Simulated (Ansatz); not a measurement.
`C1[SiH2][Se]1`, charge 0, multiplicity 1.

Question: Give a relaxed structure at PBE0-D4/def2-TZVP (the Gaussian-basis code of Ansatz). (Best estimate.)

Answer: Computed: 
Cartesian coordinates in Å:
```
C 0.734 0.255 -0.525
Si -0.670 -0.411 0.459
Se -0.238 1.771 0.390
H 1.750 0.147 -0.163
H 0.658 0.318 -1.606
H -1.858 -0.924 -0.257
H -0.375 -1.156 1.702
```
Point group Cs.
